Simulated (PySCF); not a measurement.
O3S, charge +1, doublet, at a GFN2-xTB geometry (a state made from the parent by changing its charge; the spin is typed, not shown lowest). Base run: PBE/cc-pVDZ in PySCF.

Here is a job for PySCF.
```python
from pyscf import gto, scf, dft

mol = gto.M(
    atom='''
O    -0.693600   -1.240031   -0.046133
S    -0.000000   -0.000000    0.000000
O    -0.727041    1.221594   -0.002097
O     1.420640    0.018436    0.048230
''',
    basis='cc-pvdz',
    charge=1,
    spin=1,
    verbose=4,
)

mf = dft.UKS(mol)
mf.xc = 'pbe'
mf.kernel()
mo_i, mo_e, stable_i, stable_e = mf.stability(internal=True, external=False, return_status=True, nroots=6, tol=1e-6)
print('internally stable:', stable_i, ' externally stable:', stable_e)
if not stable_i:
    umf = mf.copy()
    umf.scf_summary = {}
    umf.kernel(umf.make_rdm1(mo_i, mf.mo_occ))
mf.analyze()
```

The bond that is stretched is that between atoms 4 and 2. A test that says stable can miss a lower solution.

The base run was repeated with changes; each row names its change, and settings that it needs were set with it.

```json
[
 {"change": "base", "ΔE vs base (kcal/mol)": "0.000", "<S^2>": "0.754", "stability test says": "internally stable (external not tested)", "outcome": "converged"},
 {"change": "bond × 1.25", "ΔE vs base (kcal/mol)": "15.03", "<S^2>": "0.757", "stability test says": "internally stable (external not tested)", "outcome": "converged"},
 {"change": "bond × 1.5", "ΔE vs base (kcal/mol)": "43.55", "<S^2>": "0.835", "stability test says": "internally stable (external not tested)", "outcome": "converged"},
 {"change": "bond × 1.8", "ΔE vs base (kcal/mol)": "56.67", "<S^2>": "1.632", "stability test says": "internally stable (external not tested)", "outcome": "converged"},
 {"change": "bond × 2.2", "ΔE vs base (kcal/mol)": "-", "<S^2>": "-", "stability test says": "-", "outcome": "not converged"},
 {"change": "bond × 3.0", "ΔE vs base (kcal/mol)": "-", "<S^2>": "-", "stability test says": "-", "outcome": "not converged"}
]
```

On stretching, the SCF can end on different states; <S^2> shows the spin contamination of each.
